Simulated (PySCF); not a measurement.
# A survey of 33S NMR shifts

PySCF calculation with GFN2-xTB structure and GIAO PBE0/pcSseg-1 shieldings; no relativistic terms, gas phase, one conformer, rapidly exchanging positions averaged.

Shieldings were converted by a linear fit to measured shifts: 33S: δ = 158.28 − 0.937σ (rms 33.3 ppm, 20 shifts vs sulfate, solution or neat liquid). A few per cent of atoms miss by over 2 rms, more outside the fitted compound classes.

(1) Give the 33S shifts of `C#C[C@@H]1C[S@](=O)[C@@H]1[SiH2]C`, `CSC1=CC(O[SiH3])=CC1`, `C[C@@H](S)[C@@H]1[SiH2]C=CC1=O`, `C#C[C@@H]1C[S@@](=O)[C@@H]1[SiH2]C`, `C#C[SiH2]/C(=C/C)[S@@](C)=O`, `C#C[SiH2]/C(=C/SC)CO`.

(2) Match the shifts 4, -250, -315 ppm to `C[SiH2]c1coc(SC)c1`, `C#C[SiH2]/C(=C\C)[S@](C)=O`, `CC[Si@H]1C(=O)C=C1SC`.

Results:

(1) 
```csv
compound,environment,δ (ppm)
C#C[C@@H]1C[S@](=O)[C@@H]1[SiH2]C,sulfoxide sulfur,-13
CSC1=CC(O[SiH3])=CC1,sulfide sulfur,-297
C[C@@H](S)[C@@H]1[SiH2]C=CC1=O,thiol sulfur,-275
C#C[C@@H]1C[S@@](=O)[C@@H]1[SiH2]C,sulfoxide sulfur,28
C#C[SiH2]/C(=C/C)[S@@](C)=O,sulfoxide sulfur,-26
C#C[SiH2]/C(=C/SC)CO,sulfide sulfur,-289
```

(2) 4: C#C[SiH2]/C(=C\C)[S@](C)=O (sulfoxide sulfur); -250: CC[Si@H]1C(=O)C=C1SC (sulfide sulfur); -315: C[SiH2]c1coc(SC)c1 (sulfide sulfur).
